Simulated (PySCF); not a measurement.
Precursor series Ti Cl-H. Gas-phase values, no solvent.

Calculation: PySCF with B3LYP-D3(BJ)/def2-TZVP // r2SCAN-D4/def2-SVP. All candidates: neutral, multiplicity 1. B3LYP has the VWN-RPA correlation part, as in Gaussian. 

```
Quantity         Result
-------------  --------
HOMO–LUMO gap   5.43 eV
HOMO           -8.64 eV
dipole moment    0.00 D
```

Problem. Name which member has these values.
A. [Ti(Cl)(H)3]
B. [Ti(Cl)2(H)2]
C. [Ti(Cl)3(H)]
D. [Ti(H)4]

Solution. D, [Ti(H)4]. The others give [Ti(Cl)2(H)2]: 5.41 eV, -9.08 eV, 0.27 D; [Ti(Cl)3(H)]: 5.62 eV, -9.37 eV, 0.15 D; [Ti(Cl)(H)3]: 5.44 eV, -8.84 eV, 0.63 D
